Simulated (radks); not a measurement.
Task: All-electron atom: S+ in [Ne] 3s2 3p1 3d2 (not the ground configuration). All-electron calculation, non-relativistic Kohn-Sham, PBEsol, spin-polarised, spherical densities, point nucleus; open shells are filled with parallel spins first. Program: a radial shooting solver on a logarithmic mesh with Libxc functionals. Some entries of the table are withheld. Estimate them.

| orbital | occ. | eigenvalue (eV) | <r^2> (bohr^2) | <1/r> (bohr^-1) |
|---|---|---|---|---|
| 1s up | 1 | -2414.022 | 0.01275 | 15.54 |
| 1s down | 1 | -2413.868 | 0.01275 | 15.54 |
| 2s up | 1 | -228.6078 | 0.2751 | 3.047 |
| 2s down | 1 | -228.2844 | 0.2743 | 3.050 |
| 2p up | 3 | -175.1672 | 0.2442 | 2.958 |
| 2p down | 3 | -174.8056 | 0.2433 | 2.961 |
| 3s up | 1 | (1) | 2.939 | 0.8611 |
| 3s down | 1 | (2) | 2.929 | 0.8670 |
| 3p up | 1 | -21.3800 | 3.797 | 0.7500 |
| 3p down | 0 | -18.6189 | 3.845 | 0.7512 |
| 3d up | 2 | -7.0747 | 8.694 | 0.4807 |
| 4s up | 0 | -6.9184 | 21.49 | 0.3070 |
| 4p up | 0 | -4.6616 | 32.23 | 0.2503 |

Result: 
(1) 3s up eigenvalue (eV): -32.4533
(2) 3s down eigenvalue (eV): -29.7047
